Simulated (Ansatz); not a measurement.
Molecule: TlCl, net charge 1, doublet state. 
Structure (B3LYP-D3(BJ)/def2-TZVP (Ansatz, a program for electronic structure) minimum search):
```
Tl
Cl 1 2.6465
```
Charge +1, spin multiplicity 2.

Basis-set convergence of Hartree-Fock and CCSD correlation energies (hartree) with Ansatz. Correlated levels leave the core frozen unless marked. Open shells are spin-unrestricted. Spin-orbit coupling is left out. The frozen core is the preceding noble-gas configuration, with the filled d and f shells of earlier blocks. In def2 rows, elements after Kr have scalar-relativistic effective core potentials.

```csv
basis,functions,E(HF),"E(corr, CCSD)"
def2-SVP,44,-630.63515,-0.16037
def2-TZVPP,92,-630.79318,-0.22024
def2-QZVPP,152,-630.80703,-0.23770
```

Extrapolating the two largest sets (X = 3 and 4) as X^-3: E(corr) = (64·(-0.23770) - 27·(-0.22024))/37 = -0.2504 Eh, an estimate of the basis-set limit. The largest set recovers 94.9 % of it, the smallest 64.0 %.
